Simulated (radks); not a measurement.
Question: Coherent X-ray form factor from a spherical all-electron density. All-electron calculation, Dirac Kohn-Sham, PBEsol, spin-unpolarised, spherical densities, point nucleus. Program: a radial shooting solver on a logarithmic mesh with Libxc functionals.

| sin(theta)/lambda (1/angstrom) | f0 (electrons) |
|---|---|
| 0.05 | 25.829 |
| 0.1 | 25.326 |
| 0.15 | 24.527 |
| 0.2 | 23.480 |
| 0.25 | 22.248 |
| 0.3 | 20.893 |
| 0.4 | 18.057 |
| 0.5 | 15.359 |
| 0.6 | 13.024 |
| 0.8 | 9.667 |
| 1 | 7.745 |
| 1.25 | 6.451 |
| 1.5 | 5.630 |
| 2 | 4.263 |

The species is in the configuration that NIST lists as its ground one. Which atom or ion scatters so?

Answer: The gallium ion Ga5+, [Ar] 3d8. Extrapolating in s^2 from the first two rows gives f0(0) = 26.0, near the electron count 26; among species with that count, the fall with angle is slower the higher Z, and the table is that of Z = 31; from so few rows the species is fixed only to a neighbour or two.
